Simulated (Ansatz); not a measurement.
Cartesian coordinates (Å):
SMILES: C=BB=C
```xyz
8

C     -2.0453     0.2982    -0.6402
B     -0.7448     0.1091    -0.2181
B      0.7428    -0.1080     0.2613
C      2.0452    -0.2981     0.6773
H     -2.6687     1.1058    -0.2735
H     -2.5234    -0.3503    -1.3657
H      2.8906     0.1569     0.1734
H      2.3037    -0.9135     1.5317
```
Charge 0, multiplicity 1.

The numbers are results of frozen-core CCSD(T)/cc-pVTZ // CAM-B3LYP-D3(BJ)/def2-TZVP in Ansatz (a first-principles code), not measurements. The restricted HF reference is unstable towards unrestricted orbitals.

```yaml
HF energy: -127.36188 Ha
MP2 correlation energy: -0.49995 Ha
```

### Question
Estimate the CCSD correlation energy, the (T) correction, the total energy and the T1 diagnostic.

### Answer

The CCSD correlation energy comes out as -0.53808 Ha. The (T) correction comes out as -0.02728 Ha, the CCSD(T) total energy is -127.92724 Ha and the T1 diagnostic comes out as 0.018.
